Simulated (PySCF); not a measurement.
## Working out the excitation energy of Be

Be [He] 2s2 (1S) → Be [He] 2s1 3s1 (3S). Computed with PySCF 2.14 in aug-cc-pCVDZ, with no relativity, point nucleus. Frozen: 1s2. Energies in hartree (1 hartree = 27.21139 eV):

```json
{"part": "UHF", "Be (lower)": "-14.572379", "Be (upper)": "-14.375526"}
{"part": "CCSD correlation", "Be (lower)": "-0.044831", "Be (upper)": "-0.004546"}
{"part": "(T)", "Be (lower)": "0.000000", "Be (upper)": "0.000000"}
```

Problem. What does Hartree-Fock give?

Solution. (-14.375526) − (-14.572379) = 0.196853 hartree = 5.357 eV.

Problem. What do CCSD and CCSD(T) give?

Solution. The CCSD correlation energies differ by 0.040285 hartree = 1.096 eV and the triples by 0.000000 hartree = 0.000 eV, so CCSD gives 6.453 eV and CCSD(T) 6.453 eV.

Measured between the centres of the two terms (NIST): 6.457 eV, so CCSD(T) (valence) is off by -0.004 eV.

A double-zeta basis recovers only part of the correlation energy.

What remains against the reference includes basis incompleteness, the frozen core and higher excitations.
